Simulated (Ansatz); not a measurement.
Several settings on one geometry of (ClBe-mu-Cl)2 (Be₂Cl₄) (that of the charge 0 singlet, PBE0-D4/def2-SVP). Ansatz on 4 threads of Intel Xeon on a shared host; times are rough.

Cartesian coordinates in Å:
```
Be 1.3031 0.0489 0.1643
Cl 3.1235 0.1145 0.3926
Cl -0.1474 -0.6932 1.3744
Be -1.3031 -0.0481 -0.1639
Cl -3.1232 -0.1178 -0.3943
Cl 0.1471 0.6957 -1.3732
```

Totals from different functionals, basis sets or treatments of relativity can't be compared as stabilities.

DK, ANO-RCC and x2c sets are all-electron and run with scalar relativity unless a key says otherwise.

The spins typed aren't always the lowest for that charge.

Question: Give the basis size and estimate the energy, ⟨S²⟩, dipole and time of these runs.

| run | method | charge | state | further keys |
| --- | --- | --- | --- | --- |
| 1 | RHF/x2c-TZVPPall | 0 | singlet | scf: {omitted_lower_state_checks: [starts]}; forces asked |
| 2 | RKS PBE/pcseg-2 | 0 | singlet | final_grid: {core_spheres: 20, valence_spheres: 16, degree: 47}; scf: {lower_state_search: off}; forces asked |
| 3 | UKS r2SCAN50/cc-pVTZ-DK | 0 | triplet | scf: {omitted_lower_state_checks: [starts]}; forces asked |

Answer: 
```csv
run,functions,energy (Eh),⟨S²⟩,dipole (D),wall time
1,206,-1873.3069,–,0.01,2.3 s
2,166,-1869.8985,–,0.01,1.2 s
3,196,-1875.9502,2.01,6.09,43 s
```
